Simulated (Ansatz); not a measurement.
Start from `CC(C)(C)S` and change one atom or group to get `C[C](C)([AlH2])S`.

Ansatz, PBE0-D4/def2-TZVP geometries, multiplicity 1. Each molecule was computed in one conformer, which needn't be the lowest.

```csv
property,`CC(C)(C)S`
HOMO energy (PBE0/def2-TZVPP) / eV,-6.70
LUMO energy (PBE0/def2-TZVPP) / eV,0.44
LUMO energy (ωB97M-V/def2-TZVPP) / eV,2.11
size of the dipole moment (ωB97M-V/def2-TZVPP) / D,1.61
HOMO–LUMO gap (ωB97M-V/def2-TZVPP) / eV,11.07
HOMO–LUMO gap (PBE/def2-TZVPP) / eV,4.97
```

Question: What does the change do to each property? (Estimate.)

Answer: The calculation gave: 
```tsv
property	`C[C](C)([AlH2])S`	shift
HOMO energy (PBE0/def2-TZVPP) / eV	-6.76	-0.06
LUMO energy (PBE0/def2-TZVPP) / eV	-1.53	-1.97
LUMO energy (ωB97M-V/def2-TZVPP) / eV	0.04	-2.07
size of the dipole moment (ωB97M-V/def2-TZVPP) / D	1.62	0.01
HOMO–LUMO gap (ωB97M-V/def2-TZVPP) / eV	9.05	-2.02
HOMO–LUMO gap (PBE/def2-TZVPP) / eV	3.22	-1.75
```

With PBE0 the HOMO falls by 0.06 eV and the LUMO falls by 1.97 eV, so the gap narrows by about 1.91 eV. PBE moves the HOMO by -0.08 eV and ωB97M-V by -0.05 eV. Dipoles are sizes alone; their direction can turn.
